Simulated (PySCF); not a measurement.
Can point charges reproduce the dipole moment of `[SiH3][SiH2][Si@@H]([SiH3])[SiH2]Cl`?

Coordinates (GFN2-xTB, Å) and charges (e) from the PBE0/pcSseg-1 density (PySCF):

| atom | x | y | z | Mulliken | IAO | Hirshfeld | ESP-fitted |
| --- | --- | --- | --- | --- | --- | --- | --- |
| Si1 | 3.108 | -0.488 | -0.339 | +0.2157 | +0.3072 | +0.2160 | +0.2078 |
| Si2 | 1.105 | -0.991 | 0.709 | +0.0474 | +0.1653 | +0.1474 | +0.1497 |
| Si3 | -0.838 | -0.201 | -0.338 | -0.3483 | -0.0138 | +0.0823 | +0.0336 |
| Si4 | -2.867 | -0.841 | 0.616 | +0.2822 | +0.3204 | +0.2180 | +0.2191 |
| Si5 | -0.762 | 2.096 | -0.718 | +0.4967 | +0.5335 | +0.2561 | +0.2815 |
| Cl6 | 0.776 | 2.854 | 0.393 | -0.3323 | -0.3249 | -0.1223 | -0.2116 |
| H7 | 2.872 | -0.127 | -1.742 | -0.0549 | -0.0986 | -0.0753 | -0.0774 |
| H8 | 4.056 | -1.607 | -0.354 | -0.0508 | -0.0918 | -0.0703 | -0.0626 |
| H9 | 3.801 | 0.638 | 0.286 | -0.0399 | -0.0865 | -0.0702 | -0.0511 |
| H10 | 1.098 | -0.487 | 2.092 | -0.0052 | -0.0779 | -0.0750 | -0.0657 |
| H11 | 0.969 | -2.448 | 0.890 | -0.0111 | -0.0779 | -0.0720 | -0.0639 |
| H12 | -0.836 | -0.790 | -1.702 | +0.0331 | -0.0687 | -0.0766 | -0.0604 |
| H13 | -4.034 | -0.411 | -0.160 | -0.0516 | -0.0923 | -0.0700 | -0.0600 |
| H14 | -2.981 | -2.293 | 0.756 | -0.0483 | -0.0914 | -0.0704 | -0.0654 |
| H15 | -3.033 | -0.281 | 1.960 | -0.0509 | -0.0964 | -0.0736 | -0.0730 |
| H16 | -1.947 | 2.835 | -0.278 | -0.0453 | -0.1067 | -0.0743 | -0.0538 |
| H17 | -0.495 | 2.553 | -2.081 | -0.0366 | -0.0998 | -0.0699 | -0.0468 |

Form Σ q r in debye for every column and set it beside the full dipole.

The full density gives (-0.91, -1.02, -0.68) D, 1.52 D in size; dipole vectors point from the negative to the positive end.

| scheme | μx | μy | μz | size (D) | share of the full size (%) | angle to the full dipole (°) |
| --- | --- | --- | --- | --- | --- | --- |
| Mulliken | -1.81 | -1.13 | -1.20 | 2.45 | 161 | 15 |
| IAO | -1.55 | -1.37 | -1.14 | 2.36 | 155 | 7 |
| Hirshfeld | -0.53 | -0.44 | -0.33 | 0.77 | 50 | 8 |
| ESP-fitted | -0.92 | -1.05 | -0.70 | 1.56 | 102 | 0 |

Which set comes closest?

Length of the difference vector: ESP-fitted 0.04 D, Hirshfeld 0.77 D, IAO 0.86 D, Mulliken 1.05 D. Closest: ESP-fitted. The schemes that divide the density aren't constrained to reproduce the dipole.

What is left for the Hirshfeld atoms' own dipoles?

The Hirshfeld atoms' densities add up to the full density, so μ = Σ q r + Σ (atomic dipoles). The atomic dipoles sum to (-0.91, -1.02, -0.68) − (-0.53, -0.44, -0.33) = (-0.38, -0.58, -0.35) D, 0.77 D in size.

With the origin at the mean of the coordinates, (0.000, 0.001, -0.001) Å, which are the largest single terms, by size, of the Mulliken dipole along the direction of the full one?

Cl6 +4.06, Si4 +2.70, Si5 -1.50, Si1 -1.42, Si3 -1.31 D; all 17 atoms together +2.37 D. The single terms depend on the origin, their sum doesn't.

Give the size of the full dipole in other units.

1.52 D = 0.599 au = 0.317 e·Å = 5.08 × 10⁻³⁰ C·m.

One conformer (not necessarily the lowest) at the GFN2-xTB geometry, without solvent, vibrations or thermal averaging.

The values belong to the conformer `[SiH3:1][SiH2:2][Si@@H:3]([SiH3:4])[SiH2:5][Cl:6]`: Si1–Si2–Si3–Si4 175°, Si2–Si3–Si5–Cl6 -14°.
